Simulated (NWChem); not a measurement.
Molecule: C2H8Si; SMILES C[SiH2]C

Q: Give the equilibrium geometry at PBE-D3(BJ)/def2-SVP (NWChem) as a Z-matrix, with the point group.

A: point group C2v; any orientation.
```
Si
H 1 1.5093
H 1 1.5093 2 107.38
C 1 1.8919 2 109.52 3 -118.85
H 4 1.1087 1 111.16 2 58.76
H 4 1.1092 5 107.94 1 -121.78
H 4 1.1092 5 107.94 6 -116.44
C 1 1.8919 2 109.52 3 118.85
H 8 1.1087 1 111.16 2 -58.76
H 8 1.1092 9 107.94 1 121.78
H 8 1.1092 9 107.94 10 116.44
```
